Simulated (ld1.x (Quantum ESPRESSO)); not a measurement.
# scandium (Sc), TM: configuration errors across variants

ld1.x (Quantum ESPRESSO) 7.5 input, shortened:

```
&input
   title='Sc', zed=21., rel=1, dft='PZ', iswitch=3,
   config='[Ar] 3d1 4s2 4p0'
 /
 &inputp
   pseudotype=2, tm=.true., lloc=2,
   nlcc=.false.
 /
3
3S  1  0   2.00   0.00  1.10  1.10  0.0
3P  2  1   6.00   0.00  1.50  1.50  0.0
3D  3  2   1.00   0.00  2.10  2.10  0.0
 &test
   configts(1)='3s2 3p6 3d1 4s2 4p0'
 /
```

Occupied shells without a wave of their own: 4s. They enter only through the test configuration that unscreens the potential.

All-electron excitation energies from the reference (eV): (1) 3s2 3p6 3d1 4s1 4p0 7.067; (2) 3s2 3p6 3d1 4s0 4p0 20.028; (3) 3s2 3p6 3d0 4s0 4p0 45.118; (4) 3s1 3p6 3d1 4s2 4p0 61.665; (5) 3s2 3p5 3d1 4s2 4p0 40.144; (6) 3s2 3p6 3d1 4s1.5 4p0 2.824; (7) 3s2 3p6 3d0 4s2 4p1 3.619; (8) 3s2 3p6 3d1 4s2 4p0 spin -0.151; (9) 3s2 3p6 3d1 4s1 4p0 spin 6.520.

Spin tests fill each open shell by Hund’s rule, majority spin first.

For the base: The 4s level has no wave, so the channel is fitted at the deeper level alone: the likely source of the large errors.

On the changes marked as counting shells twice: ld1.x takes every shell without a wave as core, so the model core holds the marked electrons as well and exchange and correlation see them twice. This cancels in the reference configuration, but the file is broken for other ones, and its errors say nothing about a proper core correction.

3 further variants failed, have other tests or another functional or relativity, and are left out.

Errors AE − PS in meV (a dash: test not solved or not reliable):

```csv
change,(1),(2),(3),(4),(5),(6),(7),(8),(9),bound ghosts
base,+125,+285,+409,+77,+74,+56,-37,+13,+134,none
core correction a·sin(br)/r model core inside 1.10 bohr (4s counted twice),-12,-466,-667,+23,+21,+25,-69,+4.4,-143,none
"all radii scaled by about 0.94 (s 1.04, p 1.40, d 1.98 bohr)",+120,+288,+432,+40,+39,+53,-36,+12,+130,none
wave 3s (bound): rc 1.10 bohr becomes 3s (bound): rc 1.30 bohr,+31,+21,-32,+138,+140,+16,-15,+13,+43,none
wave 3p (bound): rc 1.50 bohr becomes 3p (bound): rc 1.24 bohr,+125,+285,+407,+73,+76,+56,-41,+13,+134,none
"all radii scaled by about 1.22 (s 1.34, p 1.84, d 2.56 bohr)",-87,-463,-920,+437,+408,-26,+4.7,+17,-67,none
wave 3s (bound): rc 1.10 bohr becomes 3s (bound): rc 0.74 bohr,+90,+186,+243,+110,+102,+41,-28,+13,+100,none
```

Task: Give the same row for: wave 3d (bound): rc 2.10 bohr becomes 3d (bound): rc 2.98 bohr.

Result: -438, -1717, -2956, +644, +587, -161, -8.2, +23, -391; bound ghosts: none.
